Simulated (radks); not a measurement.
Removal energies from the holmium ion Ho7+, [Kr] 4d10 4f(5/2: 6, 7/2: 1) 5s2 5p(1/2: 2, 3/2: 3), by Delta-SCF beside the eigenvalue of the level emptied. All-electron calculation, Dirac Kohn-Sham, PBE, spin-unpolarised, spherical densities, finite nucleus; Fermi nuclear charge, rms radius of each element as measured or else 0.836 A^(1/3) + 0.57 fm. Program: a radial shooting solver on a logarithmic mesh with Libxc functionals. Sub-shells are occupied by j as written (lower j first in brackets).

removed from	final configuration	Delta-SCF (eV)	-eigenvalue (eV)
5p3/2	[Kr] 4d10 4f(5/2: 6, 7/2: 1) 5s2 5p(1/2: 2, 3/2: 2)	128.38	119.97
4f7/2	[Kr] 4d10 4f(5/2: 6, 7/2: 0) 5s2 5p(1/2: 2, 3/2: 3)	134.81	121.22
4f5/2	[Kr] 4d10 4f(5/2: 5, 7/2: 1) 5s2 5p(1/2: 2, 3/2: 3)	136.16	122.49
5p1/2	[Kr] 4d10 4f(5/2: 6, 7/2: 1) 5s2 5p(1/2: 1, 3/2: 3)	136.32	127.54
